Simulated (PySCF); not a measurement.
Some computed properties have been withheld. Give your best values.

Species: C6H9Cl2NO.
Numbering: `[CH2:1]=[CH:2][C@@H:3]([C:4](=[O:5])[NH:6][CH3:7])[CH:8]([Cl:9])[Cl:10]` (hydrogens: H11, H12 on C1; H13 on C2; H14 on C3; H15 on N6; H16, H17, H18 on C7; H19 on C8)

Conformer (atom-mapped SMILES and torsion angles): `[CH2:1]=[CH:2][C@@H:3]([C:4](=[O:5])[NH:6][CH3:7])[CH:8]([Cl:9])[Cl:10]`: C1–C2–C3–C4 111°, C2–C3–C4–O5 88°, C3–C4–N6–C7 177°, C2–C3–C8–Cl9 173°.

```json
{"property": "point group of the GFN2-xTB geometry", "level": "GFN2-xTB", "value": "C1"}
{"property": "rotational constants A, B, C of the GFN2-xTB geometry", "level": "GFN2-xTB", "value": "?"}
{"property": "dipole moment", "level": "PBE0/pcSseg-1", "value": "?"}
{"property": "HOMO energy", "level": "PBE0/pcSseg-1", "value": "?"}
{"property": "LUMO energy", "level": "PBE0/pcSseg-1", "value": "-0.60 eV"}
{"property": "13C chemical shifts (computed TMS as zero) by class", "level": "GIAO PBE0/pcSseg-1", "value": "169.4 (C4), 145.5 (C2), 125.4 (C1), 85.7 (C8), 71.6 (C3), 26.9 (C7) ppm"}
{"property": "1H chemical shifts (computed TMS as zero) by class", "level": "GIAO PBE0/pcSseg-1", "value": "?"}
{"property": "isotropic shieldings of nuclei other than C and H, by class", "level": "GIAO PBE0/pcSseg-1", "value": "145 (N6), -44 (O5), 677 (Cl9), 701 (Cl10) ppm"}
```

The electronic properties come from PySCF, for the isolated species, density fitting. One conformer (not necessarily the lowest) at the GFN2-xTB geometry, without solvent or vibrations. The shieldings hold no spin–orbit term; for a carbon that bears several chlorines this term is known to matter. NMR classes are plain means over equivalent atoms (diastereotopic ones count apart unless rotation or inversion swaps them), as if these changed places fast; in this geometry the members of some classes differ.

(1) The 1H chemical shifts (computed TMS as zero) by class?

(2) Give the dipole moment.

(3) What are the rotational constants A, B, C of the GFN2-xTB geometry?

(4) Give the HOMO energy.

## Answers

(1) 6.40 (H19), 5.89 (H13), 5.48 (H11), 5.48 (H12), 4.53 (H15), 3.10 (H16/H17/H18), 2.78 (H14) ppm.

(2) 4.49 D.

(3) 1.291, 0.694, 0.505 GHz.

(4) -7.52 eV.

The dipole equals about 15.0 × 10⁻³⁰ C·m (1 D = 3.33564 × 10⁻³⁰ C·m). With B = h/(8π²I), that is 505.379 GHz u Å² over I, the principal moments of inertia are 391.4, 728.6 and 1000.0 u Å² (most abundant isotopes). The rotational constants make it an asymmetric top with κ = (2B − A − C)/(A − C) = -0.52, nearer the prolate limit (−1).
